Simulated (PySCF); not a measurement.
AlH₃O₃, SMILES [OH][Al]([OH])[OH] (connectivity only; charge and spin as stated), charge +1, multiplicity 2. Atoms are numbered in the order given.

```xyz
7

Al     0.0000     0.0000     0.0000
O     -1.6640     0.0000     0.0000
H     -2.6247     0.0000     0.0000
O      0.8320     1.4410     0.0000
H      1.3124     2.2731     0.0000
O      0.8320    -1.4410     0.0000
H      1.3124    -2.2731     0.0000
```
Charge +1, spin multiplicity 2.

Coordinates come from a PBE0-D3(BJ)/def2-SVP optimisation. The spin state was assumed, not searched. The isomer is the one that the SMILES or the coordinates give; other isomers of the formula were not compared. One conformer was computed; it need not be the lowest.

All values below come from B3LYP/pcH-1 (PySCF).

Unrestricted Kohn–Sham, ⟨S²⟩ = 0.758. Hyperfine tensors hold the contact and dipolar terms, without spin-orbit corrections.

Computed hyperfine couplings:
```
nucleus     A(iso) (MHz)  A(iso) (G)  dipolar principal values (MHz)
----------  ------------  ----------  ------------------------------
27Al no. 1         -52.8       -18.8                  -1.2, 0.6, 0.6
17O no. 2          -30.3       -10.8              -112.5, 55.9, 56.5
1H no. 3           -25.4        -9.1               -27.0, -9.0, 36.0
17O no. 4          -30.3       -10.8              -112.5, 55.9, 56.5
1H no. 5           -25.4        -9.1               -27.0, -9.0, 36.0
17O no. 6          -30.3       -10.8              -112.5, 55.9, 56.5
1H no. 7           -25.4        -9.1               -27.0, -9.0, 36.0
```

Q: And the g tensor (effective nuclear charges for spin-orbit coupling, GIAO)? (An estimate is asked for; the answer gives what the named calculation found.)

A: principal values 2.0078, 2.0294, 2.0294; isotropic 2.0222.
